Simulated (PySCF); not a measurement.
Vertical excitation energies

Compound: GeCl2H2.
SMILES: `[H][Ge]([H])([Cl])[Cl]`

Level of theory: PySCF 2.14.0, density-fitted response routines, TDDFT CAM-B3LYP/def2-SVPD, vertical, gas phase, core orbitals frozen in the response. Isolated species at its PBE0-D3(BJ)/def2-SVP geometry, gas phase. The CAM-B3LYP/def2-SVPD calculation is non-relativistic and has no spin–orbit coupling, an omission that weighs most on germanium.

```tsv
state	λ (nm)	E (eV)	f	|μ| (D)	symmetry	main configurations (H = HOMO, L = LUMO)
S1	182.0	6.81	0.029	1.05	B1 or B2	H→L (90%)
S2	175.9	7.05	0.027	1.01	B1 or B2	H-1→L (83%), H-3→L+1 (10%)
S3	174.1	7.12	0.0000	0.01	–	H-2→L (67%), H→L+1 (26%)
S4	169.3	7.32	0.042	1.23	A1	H-3→L (81%), H-1→L+1 (11%)
S5	163.8	7.57	0.0000	0.01	–	H→L+1 (70%), H-2→L (26%)
S6	157.7	7.86	0.0004	0.12	–	H-1→L+1 (82%), H-3→L (12%)
S7	153.6	8.07	0.0096	0.56	B1 or B2	H-2→L+1 (85%)
S8	152.2	8.15	0.011	0.61	B1 or B2	H→L+2 (84%)
S9	148.9	8.33	0.011	0.58	B1 or B2	H-3→L+1 (57%), H-1→L+2 (28%), H-1→L (10%)
S10	145.8	8.51	0.073	1.50	B1 or B2	H-1→L+2 (63%), H-3→L+1 (21%)
S11	142.7	8.69	0.0000	0.01	–	H-2→L+2 (91%)
S12	141.5	8.76	0.0059	0.42	A1	H-3→L+2 (91%)
S13	133.2	9.31	0.0001	0.06	–	H-6→L (51%), H→L+3 (39%)
S14	132.5	9.35	0.0011	0.18	–	H→L+4 (46%), H-5→L (40%), H→L+7 (9%)
S15	131.6	9.42	0.213	2.44	B1 or B2	H-4→L (64%), H-2→L+4 (11%), H-2→L+7 (9%)
```

Triplets, Tamm–Dancoff:

```csv
state,E (eV),λ (nm),"main configurations (H = HOMO, L = LUMO)"
T1,6.26,198.0,H→L (88%)
T2,6.45,192.1,H-1→L (85%)
T3,6.62,187.3,"H-2→L (61%), H→L+1 (30%)"
T4,6.75,183.6,"H-3→L (78%), H-1→L+1 (12%)"
```

The lowest singlet comes at 182 nm (657 kJ/mol) in the vacuum ultraviolet; it is weak; its leading configuration is HOMO→LUMO (90%). The most intense listed level is S15 at 9.42 eV (132 nm, f = 0.213), 2.61 eV above S1. It is the last of those listed, so stronger ones may follow. Löwdin shares by element: HOMO chlorine 67%, germanium 16%, hydrogen 9% or more; LUMO chlorine 46%, germanium 29%, hydrogen 12% or more. Weighted by f, the mean energy of these states is 8.62 eV. Orbital energies (eV): HOMO-3 -10.99, HOMO-2 -10.94, HOMO-1 -10.65, HOMO -10.45, LUMO -0.11, LUMO+1 0.49, LUMO+2 0.78. The listed states span 2.61 eV, and the widest gap between neighbours is 0.55 eV (S12 to S13). Symmetry labels in C2v follow from the direction of the transition dipole and are given only for states with f of 0.002 or more; B1 and B2 swap with the choice of axes. Singlets were solved by full linear response, triplets in the Tamm–Dancoff approximation.
